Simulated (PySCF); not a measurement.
Potential energy of ZnN along the bond

Set-up: PySCF, no relativity, basis sets Zn def2-TZVPPD, N def2-TZVPPD. Energies in eV from Zn + N in their ground configurations at the same level. State: ⁴Σ⁻ (quartet), unpaired electrons σ ↑, π ↑↑.

All columns are PBE0. A positive dipole means Zn(−)N(+).

| R (Å) | E (eV) | μ (D) | Mulliken charge on Zn (basis-dependent) | HOMO (eV) | LUMO (eV) | Mayer bond order | ⟨S²⟩ |
| --- | --- | --- | --- | --- | --- | --- | --- |
| 1.760 | 0.004 | -1.21 | 0.07 | -5.85 | -2.96 | 1.03 | 3.76 |
| 1.841 | -0.226 | -1.30 | 0.08 | -5.92 | -2.80 | 0.98 | 3.76 |
| 1.923 | -0.342 | -1.37 | 0.10 | -5.98 | -2.66 | 0.92 | 3.77 |
| 1.985 | -0.379 | -1.40 | 0.11 | -6.04 | -2.65 | 0.87 | 3.77 |
| 2.046 | -0.386 | -1.40 | 0.12 | -6.09 | -2.69 | 0.82 | 3.77 |
| 2.107 | -0.374 | -1.39 | 0.13 | -6.14 | -2.71 | 0.77 | 3.77 |
| 2.189 | -0.341 | -1.35 | 0.13 | -6.20 | -2.74 | 0.69 | 3.77 |
| 2.292 | -0.287 | -1.25 | 0.13 | -6.28 | -2.75 | 0.60 | 3.78 |
| 2.414 | -0.222 | -1.10 | 0.12 | -6.35 | -2.74 | 0.49 | 3.78 |
| 2.578 | -0.152 | -0.88 | 0.09 | -6.42 | -2.70 | 0.37 | 3.77 |

A fit through these points gives, at Re = 2.035 Å, μ = -1.40 D and dμ/dR = -0.0131 D/Å; the reduced mass is 11.49 u.

Q: How strong is the fundamental in the double-harmonic approximation, I = 42.26·(dμ/dR)²/μred km/mol?

A: I = 42.26·(-0.0131)²/11.49 = 0.000631 km/mol at PBE0.

The bond is weak. Basis-set superposition, not corrected here, can be much of De in a small basis, most of all at correlated wavefunction levels. Functionals without a dispersion term scatter widely for such bonds, and LDA overbinds them. The state is the lowest determinant that a PBE0 search found; another state may lie lower at other levels.
